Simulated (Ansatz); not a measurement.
Relaxation of Cl3FH4NOTa (11 atoms, charge 0, multiplicity 1), to a largest force component of 0.03 eV/Å in at most 50 steps.

All numbers below come from RKS PBE/def2-SVP in Ansatz.

```xyz
11
Properties=species:S:1:pos:R:3:forces:R:3
Ta -0.466 0.497 0.244 1.31 0.53 0.27
N 2.799 -0.208 0.199 -0.57 0.54 0.09
H 3.415 -0.609 0.917 -0.05 0.02 -0.04
H 3.272 -0.300 -0.709 -0.01 0.01 0.04
Cl -0.417 -0.202 2.505 -0.02 0.01 -0.01
Cl 0.135 0.995 -1.960 0.00 -0.01 0.02
Cl -2.570 1.393 0.235 -0.01 -0.01 0.01
F -0.580 -1.336 -0.203 -0.01 0.13 0.03
O 0.812 1.904 0.813 -0.88 -0.68 -0.24
H 1.014 1.975 1.766 -0.01 0.00 -0.03
H 2.695 0.812 0.392 0.25 -0.55 -0.14
```

**Question.** Where does it end, and by what steps?

**Answer.** The forces met the threshold. The force dipped under the threshold on the way, but the program's further checks kept it going. After 24 steps the energy has fallen by 0.970 eV; H4 moved furthest, 1.11 Å. Joined: Ta1–N2 (3.34 → 2.37 Å).

| step | energy less start (eV) | largest force component (eV/Å) | accepted |
| --- | --- | --- | --- |
| 0 | 0.0000 | 1.308 | yes |
| 1 | -0.2105 | 0.852 | yes |
| 2 | -0.4540 | 1.387 | yes |
| 3 | -0.6966 | 1.147 | yes |
| 4 | -0.8518 | 0.999 | yes |
| 5 | -0.9010 | 0.457 | yes |
| 6 | -0.9183 | 0.369 | yes |
| 7 | -0.9402 | 0.258 | yes |
| 8 | -0.9490 | 0.589 | yes |
| 9 | -0.9582 | 0.322 | yes |
| 10 | -0.9617 | 0.367 | yes |
| 11 | -0.9653 | 0.116 | yes |
| 12 | -0.9665 | 0.217 | yes |
| 13 | -0.9419 | 0.972 | no |
| 14 | -0.9676 | 0.083 | yes |
| 15 | -0.9680 | 0.056 | yes |
| 16 | -0.9540 | 0.746 | no |
| 17 | -0.9682 | 0.057 | yes |
| 18 | -0.9686 | 0.073 | yes |
| 19 | -0.9689 | 0.073 | yes |
| 20 | -0.9694 | 0.049 | yes |
| 21 | -0.9700 | 0.018 | yes |
| 22 | -0.9701 | 0.054 | yes |
| 23 | -0.9703 | 0.033 | yes |
| 24 | -0.9704 | 0.010 | yes |

```xyz
11
Properties=species:S:1:pos:R:3
Ta 0.002 0.511 0.259
N 2.293 -0.095 0.208
H 2.623 -0.395 1.136
H 2.386 -0.904 -0.424
Cl 0.162 -0.572 2.389
Cl 0.603 1.325 -1.886
Cl -2.279 0.912 0.188
F -0.087 -1.260 -0.462
O 0.559 2.113 1.107
H 0.932 2.641 1.829
H 2.917 0.644 -0.146
```

Whether the end is a true minimum wasn't checked by a vibrational analysis.

Run time: 40 s on 4 threads of Intel(R) Xeon(R) 6975P-C (Granite Rapids) (shared host), peak memory 0.25 GiB.
